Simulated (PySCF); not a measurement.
Run record for `FC(F)(F)c1ccn[se]1`: PBE0/def2-SVPD, level shift 0.3 Eh, full TDDFT, 6 singlets.

Method: TDDFT PBE0/def2-SVPD, vertical, gas phase, core orbitals frozen in the response (PySCF 2.14.0, density-fitted response routines). Geometry: GFN2-xTB. The command runs a driver script over a list of jobs; the input below is this job's line of settings and its coordinates in Å.

Command:
```bash
OMP_NUM_THREADS=1 python probes_run.py task.json out
```

Input:
```
{"job": {"kind": "uv", "xc": "PBE0", "basis": "def2-SVPD", "nstates": 6, "ntriplets": 5, "tda": false, "scf": {"level_shift": 0.3}}, "charge": 0, "multiplicity": 1}
F     -1.983538    -1.373146     0.330647
C     -1.729679    -0.091419     0.036024
F     -2.417176     0.657014     0.915225
F     -2.288061     0.139741    -1.167257
C     -0.280425     0.224951     0.057147
C      0.757520    -0.646517    -0.136906
C      1.998964     0.020917    -0.061310
N      1.997991     1.304417     0.162460
Se     0.357668     1.941435     0.329433
H      0.642415    -1.700762    -0.314886
H      2.949746    -0.473961    -0.176539
```

Output:
```
final grid: 114456 points
cycle   1  E = -2907.7505159543  dE =  9.598e-01  |g| = 1.075e+00  |ddm| = 5.651e+00
cycle   2  E = -2907.8165577805  dE = -6.604e-02  |g| = 1.051e+00  |ddm| = 2.715e+00
cycle   3  E = -2907.9878700347  dE = -1.713e-01  |g| = 2.355e-01  |ddm| = 1.161e+00
cycle   4  E = -2907.9990139779  dE = -1.114e-02  |g| = 5.314e-02  |ddm| = 4.000e-01
cycle   5  E = -2907.9996355542  dE = -6.216e-04  |g| = 9.669e-03  |ddm| = 1.141e-01
cycle   6  E = -2907.9996758920  dE = -4.034e-05  |g| = 4.696e-03  |ddm| = 3.595e-02
cycle   7  E = -2907.9996835360  dE = -7.644e-06  |g| = 1.420e-03  |ddm| = 1.529e-02
cycle   8  E = -2907.9996848728  dE = -1.337e-06  |g| = 6.219e-04  |ddm| = 6.732e-03
cycle   9  E = -2907.9996851638  dE = -2.911e-07  |g| = 3.489e-04  |ddm| = 3.320e-03
cycle  10  E = -2907.9996852403  dE = -7.648e-08  |g| = 1.318e-04  |ddm| = 1.628e-03
cycle  11  E = -2907.9996852565  dE = -1.617e-08  |g| = 6.452e-05  |ddm| = 8.101e-04
cycle  12  E = -2907.9996852605  dE = -3.998e-09  |g| = 2.745e-05  |ddm| = 4.246e-04
cycle  13  E = -2907.9996852614  dE = -9.222e-10  |g| = 1.480e-05  |ddm| = 2.082e-04
level shift removed, Fock matrix diagonalised once more
converged SCF energy = -2907.9996852614

Static polarisability (au): isotropic 76.562, principal 53.427 85.306 90.953

Singlet excitations
state   eV       nm        f      main configurations
  1   4.9515    250.4   0.00094   H-2->L 0.98
  2   5.1070    242.8   0.11616   H->L 0.91
  3   5.3739    230.7   0.00086   H->L+1 0.98
  4   5.8088    213.4   0.06845   H-1->L 0.92
  5   6.1531    201.5   0.00139   H-1->L+1 0.98
  6   6.3156    196.3   0.03143   H-2->L+1 0.94

Triplet excitations (Tamm-Dancoff, eV): 3.7146 3.7915 4.3163 4.9029 5.6995
```

H and L stand for HOMO and LUMO; the number after each pair is its weight.

Problem. Which computed singlet has the largest oscillator strength, and what do all of them sum to?

Solution. State 2 at 5.11 eV (243 nm), f = 0.116; the 6 states sum to 0.219.

Problem. How does the lowest singlet excitation compare with the HOMO–LUMO gap?

Solution. HOMO -7.89 eV and LUMO -2.04 eV give a gap of 5.85 eV; S1 at 4.95 eV lies 0.90 eV below it.

In short: SCF converged in 13 cycles with 226 basis and 955 fitting functions; HOMO -7.89 eV, LUMO -2.04 eV; lowest singlet 4.95 eV; lowest triplet 3.71 eV (Tamm–Dancoff); mean polarisability 76.6 au.

 The PBE0/def2-SVPD calculation is non-relativistic and has no spin–orbit coupling, an omission that weighs most on selenium.

Problem. How long does this job take on one thread of an Arm Neoverse V2, no GPU, shared host? And the peak memory of the process?

Solution. About 52 s, with 0.88 GiB resident at the peak, the Python interpreter and its libraries included.

Conformer computed: `[F:1][C:2]([F:3])([F:4])[c:5]1[cH:6][cH:7][n:8][se:9]1`: F1–C2–C5–C6 25°.
